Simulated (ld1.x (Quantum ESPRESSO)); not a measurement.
## rhenium: excitation energies, all-electron against TM semilocal

Re (Z = 75), norm-conserving Troullier–Martins (semilocal form), made with ld1.x (Quantum ESPRESSO) 7.5 (Wu–Cohen, scalar-relativistic). Core [Xe] 4f14, reference 5d6 6s1 6p0. Waves: 6s (bound): rc 2.70 bohr; 6p (bound, empty): rc 3.00 bohr; 5d (bound): rc 1.45 bohr. Local part: the d channel. Core correction: a·sin(br)/r model core inside 1.30 bohr.

Energies are relative to the spin-unpolarised reference configuration 5d6 6s1 6p0; without spin polarisation the order of configurations can differ from experiment. The frozen-core shift is the all-electron ΔE with the core orbitals held at their reference shape minus the fully relaxed ΔE.

```tsv
valence configuration	charge	ΔE all-electron (eV)	error AE − PS (meV)	frozen-core shift (meV)
5d5 6s2 6p0	0	-0.965	-40	+17
5d5 6s1 6p0	+1	8.344	-19	+20
5d5 6s0 6p0	+2	24.694	-35	+42
5d4 6s2 6p0	+1	9.038	-161	+115
5d5 6s0 6p1	+1	14.260	-34	+32
5d4 6s2 6p1	0	4.151	-221	+118
5d5 6s0 6p2	0	9.066	-58	+33
```

Levels in the configuration 5d5 6s0 6p0:

| level | all-electron (eV) | pseudo (eV) |
| --- | --- | --- |
| 5d | -21.451 | -21.522 |
